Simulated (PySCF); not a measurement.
Bonds (- single, = double, # triple, : aromatic): C1=C2, C2-C3, C3#N4, C2-C5, C5-Si6, Si6-C7, C7=O8, C7-O9, O9-C10. C1 carries H11, H12; C5 carries H13, H14; Si6 carries H15, H16; C10 carries H17, H18, H19. H11 is cis to C3; H12 is trans to C3.

Computed data (PySCF): geometry from GFN2-xTB, σ from GIAO-PBE0/pcSseg-1. A single conformation, rapidly exchanging positions averaged, no solvent, no relativistic terms.

Scale: $^{13}$C (σref 186.93) vs TMS (reference shieldings calculated alike).

Q: Do the $^{13}$C shifts follow the atomic charges (in e)? Tabulate both.

A: 
| atoms | hybridisation | δ (ppm) | σ para (ppm) | Hirshfeld | IAO | Mulliken | ESP-fitted |
| --- | --- | --- | --- | --- | --- | --- | --- |
| C7 | sp2 | 187.5 | -262 | +0.12 | +0.27 | +0.23 | +0.63 |
| C1 | sp2 | 137.1 | -197 | -0.07 | -0.28 | +0.00 | -0.47 |
| C2 | sp2 | 126.7 | -199 | +0.02 | -0.02 | -0.40 | -0.00 |
| C3 | sp | 123.6 | -195 | +0.08 | +0.13 | +0.16 | +0.44 |
| C10 | sp3 | 52.8 | -107 | -0.03 | -0.22 | -0.05 | -0.25 |
| C5 | sp3 | 23.6 | -91 | -0.15 | -0.54 | -0.40 | -0.22 |

Correlation coefficients of δ with charge over these carbons: Hirshfeld +0.79, IAO +0.82, Mulliken +0.61, ESP-fitted +0.59; with the paramagnetic shielding -0.99. With so few points, grouped by hybridisation, these coefficients are fragile. Charge is one influence among several: hybridisation and low-lying excitations act through the paramagnetic term.

Shifts are as computed. Against solution values, carbons near 30 ppm lie about +3 ppm off and those near 130 ppm about +5 ppm. Of 1211 compounds with measured shifts, 218 miss one by over three times the rms of a fit or turn the order of signals round; such compounds aren't used in these exercises.
